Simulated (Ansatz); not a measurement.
`ClC1=CB1` + H₂O → `OC1=CB1` + HCl at 700 K and 1 bar (formal hydrolysis of a C–Cl bond).

Program: Ansatz. Geometries: PBE0-D4/def2-TZVP. ΔE: electronic, gas phase. CCSD(T)/CBS adds triple-zeta CCSD(T) − MP2 to the extrapolated MP2 energy (def2 sets, frozen cores). This one scheme is used for every species. One conformer a species, not always the lowest.

| species | CCSD(T)/CBS energy (Eh) | H − E (kJ/mol) | S (J/(mol·K)) |
| --- | --- | --- | --- |
| `ClC1=CB1` | -561.81153 | 134.8 | 346.9 |
| H₂O | -76.37941 | 80.5 | 218.4 |
| `OC1=CB1` | -177.81182 | 175.0 | 342.0 |
| HCl | -460.38127 | 38.4 | 211.8 |

H − E and S are ideal-gas, rigid-rotor, harmonic terms from PBE0-D4/def2-TZVP, for one conformer and one mirror image of each species. 1 Eh = 2625.50 kJ/mol, R = 8.31446 J/(mol·K).

Question: By hand: ΔE, ΔH, ΔS and ΔG.

Answer: ΔE = (-177.81182) + (-460.38127) − (-561.81153) − (-76.37941) = -0.00215 Eh = -5.6 kJ/mol. Δ(H − E) = 175.0 + 38.4 − 134.8 − 80.5 = -1.9, so ΔH = -7.5 kJ/mol. ΔS = 342.0 + 211.8 − 346.9 − 218.4 = -11.5 J/(mol·K). ΔG = -7.5 − 700 × (-11.5)/1000 = 0.6 kJ/mol.

Question: By hand: the equilibrium constant, and the temperature at which ΔG would vanish if ΔH and ΔS stayed fixed.

Answer: log₁₀ K = −ΔG/(RT ln 10) = 0.0. ΔG = 0 at ΔH/ΔS = 652 K, though so small a ΔH makes that figure unsure.

TΔS isn't small against ΔH here. The sign of ΔG lies within the doubt. A doubt of 5 kJ/mol in ΔE shifts log₁₀ K by 0.4 here. Other conformers and mirror images would add mixing entropy, several J/(mol·K) or more a flexible species. These are equilibria of isolated gas molecules and say nothing of rates. Largest T1 diagnostic: 0.012 (customary marks: 0.02 for closed shells, 0.045 for open ones).
